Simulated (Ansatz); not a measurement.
Wavefunction ladder for `[OH][Ge]([OH])([Cl])[Cl]`

```xyz
7

O    -0.337    0.792   -1.217
Ge    0.236   -0.215    0.097
O    -1.165   -0.869    0.902
Cl    1.392   -1.857   -0.571
Cl    1.443    0.969    1.398
H     0.322    1.418   -1.532
H    -1.891   -0.239    0.922
```

Charge 0, multiplicity 1. Correlated methods include outer-core shells of Ge, which these sets cover unevenly. Scalar relativity is left out up to krypton. All single points use the PBE0-D4/def2-TZVP geometry. It is one conformer, not always the lowest. Frozen core, restricted reference, the Gaussian-basis code of Ansatz.

| basis | HF (Eh) | MP2 corr. | CCSD corr. | (T) | CCSD(T) total |
| --- | --- | --- | --- | --- | --- |
| def2-SVP | -3144.72788 | -0.86130 | -0.88319 | -0.02082 | -3145.63189 |
| def2-TZVPP | -3145.51237 | -1.10221 | -1.12842 | -0.04507 | -3146.68586 |
| def2-QZVPP | -3145.58711 | -1.44392 | – | – | – |
